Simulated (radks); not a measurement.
Results of a calculation; reference values are marked as such.
Task: Radial electron density D(r) = 4 pi r^2 rho(r) of an atom or ion with 3 electrons. Level of theory: Dirac Kohn-Sham, exchange-only PBE, spin-unpolarised, spherical densities, finite nucleus; Fermi nuclear charge, rms radius of each element as measured or else 0.836 A^(1/3) + 0.57 fm (a radial shooting solver on a logarithmic mesh with Libxc functionals).

```
   r/bohr * D(r) (the largest magnitude, 17.5, reaches the edge; | marks zero)
 0.007483 |    *
 0.009067 |      *
  0.01099 |        *
  0.01331 |           *
  0.01613 |               *
  0.01954 |                     *
  0.02368 |                           *
  0.02869 |                                  *
  0.03505 |                                         *
  0.04246 |                                               *
  0.05145 |                                                    *
  0.06234 |                                                      *
  0.07554 |                                                    *
  0.09153 |                                             *
   0.1109 |                                    *
   0.1344 |                         *
   0.1641 |               *
   0.1989 |         *
    0.241 |       *
    0.292 |        *
   0.3538 |        *
   0.4286 |       *
   0.5194 |    *
   0.6293 | *
   0.7686 |*
   0.9314 *
    1.128 *
    1.367 *
```

What is the nuclear charge?

Result: Z = 16. The innermost maximum, from 1s, lies near gamma/Z bohr with gamma = sqrt(1 - (Z/c)^2) = 0.993, here 0.0621 bohr (found: 0.0618), and its height grows with Z. The density is that of the sulfur ion S13+ in [He] 2s1; the configuration itself is not fixed sharply by these data, and Z only to about a unit. D(r) has 2 maxima, at r = 0.0618, 0.334 bohr, and minima at 0.251 bohr, inside which lie 2.11 electrons.
